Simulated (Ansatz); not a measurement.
Ansatz (a program for electronic structure) input:

Ansatz 0.2 input:
```yaml
crystal:
  periodic: [false, false, false]
  atoms:
    - {symbol: Tl, position_ang: [-0.00000000, -0.00000000, -1.35233612]}
    - {symbol: I, position_ang: [0.00000000, 0.00000000, 2.06677785]}
basis:
  gaussian:
    orbitals: def2-TZVP
hamiltonian:
  xc: b3lyp
  dispersion: d3bj
total_charge: 1
magnetization: {spin_polarized: true, initial_magnetization: 1}
phonons: {temperatures: {t_min: 298.15, t_max: 298.15, t_step: 100}}
```

Which total energy does the run end on?

-470.16181 Eh (B3LYP-D3(BJ)/def2-TZVP). The basis has 100 functions.
